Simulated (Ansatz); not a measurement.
Basis-set extrapolation for C2H8BClSi, SMILES `CB[SiH](C)Cl` (PBE0-D4/def2-TZVP geometry, frozen core, the Gaussian-basis code of Ansatz). Multiplicity 1, RHF reference.

```
                      def2-TZVPP   def2-QZVPP
                 HF  -853.622829  -853.649479
    MP2 correlation    -0.764399    -0.822243
CCSD(T) correlation    -0.866255      not run
```

Energies in hartree. Use E(X) = E(∞) + A·exp(−7.88·√X) for Hartree–Fock and E(X) = E(∞) + B·X^(−2.97) for correlation, with X = 3 and 4, and add CCSD(T) minus MP2 of the smaller set to the MP2 limit.

Problem. What is the CCSD(T) energy at the basis-set limit?

Solution. HF limit: -853.649479 + (-0.026650) × 0.13774 = -853.65315. MP2 limit: -0.822243 + (-0.057844) × 0.74074 = -0.86509. Higher-order term: -0.866255 − (-0.764399) = -0.10186. Total: -854.62010 hartree, 344.0 kJ/mol below CCSD(T)/def2-TZVPP.
